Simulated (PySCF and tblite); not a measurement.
The numbers below are computed, except where a source is named.
Stationary points of C₅H₁₁NS at GFN2-xTB, in Å:

Structure A

```
 1 C     1.630   -0.438    0.656
 2 N     0.806   -0.314   -0.526
 3 C     0.409    1.043   -0.840
 4 C    -0.649    1.643    0.087
 5 S    -2.198    0.688   -0.011
 6 C    -1.458   -0.931    0.376
 7 C    -0.307   -1.238   -0.583
 8 H     2.500    0.208    0.541
 9 H     1.973   -1.469    0.731
10 H     1.128   -0.173    1.597
11 H     0.016    1.042   -1.862
12 H     1.304    1.672   -0.818
13 H    -0.319    1.647    1.127
14 H    -0.898    2.658   -0.215
15 H    -1.125   -0.911    1.415
16 H    -2.256   -1.663    0.269
17 H     0.076   -2.242   -0.374
18 H    -0.693   -1.224   -1.607
```

Structure B

```
 1 C     1.885   -0.589    0.534
 2 N     0.679   -0.236   -0.149
 3 C     0.420    1.069   -0.673
 4 C    -0.792    1.716    0.001
 5 S    -2.288    0.729   -0.318
 6 C    -1.644   -0.846    0.333
 7 C    -0.342   -1.215   -0.378
 8 H     2.505    0.297    0.657
 9 H     2.467   -1.336   -0.026
10 H     1.679   -0.999    1.530
11 H     0.219    1.014   -1.757
12 H     1.297    1.703   -0.520
13 H    -0.654    1.775    1.082
14 H    -0.990    2.708   -0.401
15 H    -1.485   -0.724    1.405
16 H    -2.420   -1.588    0.157
17 H     0.007   -2.184   -0.013
18 H    -0.551   -1.305   -1.457
```

Structure C

```
 1 C     1.982   -0.639    0.285
 2 N     0.618   -0.161    0.356
 3 C     0.447    1.071   -0.395
 4 C    -0.890    1.722   -0.085
 5 S    -2.264    0.682   -0.661
 6 C    -1.752   -0.788    0.275
 7 C    -0.325   -1.179   -0.072
 8 H     2.649    0.131    0.671
 9 H     2.293   -0.892   -0.740
10 H     2.080   -1.526    0.909
11 H     0.523    0.898   -1.485
12 H     1.245    1.758   -0.102
13 H    -1.007    1.867    0.989
14 H    -0.986    2.677   -0.600
15 H    -1.839   -0.556    1.337
16 H    -2.447   -1.583    0.011
17 H    -0.081   -2.107    0.453
18 H    -0.254   -1.369   -1.159
```

Level: PBE0/pcSseg-1 + D3(BJ) on GFN2-xTB stationary points, with GFN2-xTB thermal terms.

**Question.** Which structure is a saddle point, and along which motion?

**Answer.** B: one imaginary mode (229i cm⁻¹ at GFN2-xTB, mostly on N2, C1, H10), along the pyramidal inversion at N2.

**Question.** Give their symmetry and energies above the lowest.

**Answer.** A Cs, 2.1 kcal/mol; B C1, 6.8 kcal/mol; C Cs, 0.0 kcal/mol.
